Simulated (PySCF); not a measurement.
# CuF⁺ at PBE0

Computed with PBE0; Cu cc-pVDZ-PP with ECP10, F cc-pVDZ; scalar-relativistic core potentials (PySCF 2.14).

```json
{"state": "²Δ (doublet), unpaired electrons δ ↑, a second solution, started from another occupation", "bond length": "1.732 Å", "harmonic wavenumber": "715 cm⁻¹", "force constant": "4.40 mdyn/Å", "rotational constant Be": "0.3852 cm⁻¹", "anharmonicity ωexe": "3.29 cm⁻¹", "vibration–rotation constant αe": "0.00261 cm⁻¹", "energy of the minimum from ground-state Cu⁺ (3d10) + F": "-0.367 eV", "bond order (Mayer)": "1.16", "dipole moment (positive dipole points towards F; it is taken about the centre of mass and depends on that origin)": "-5.73 D"}
```

For an ion De counts to the pair picked by the measured ionisation energies or electron affinities, which need not be the lowest pair at this level.
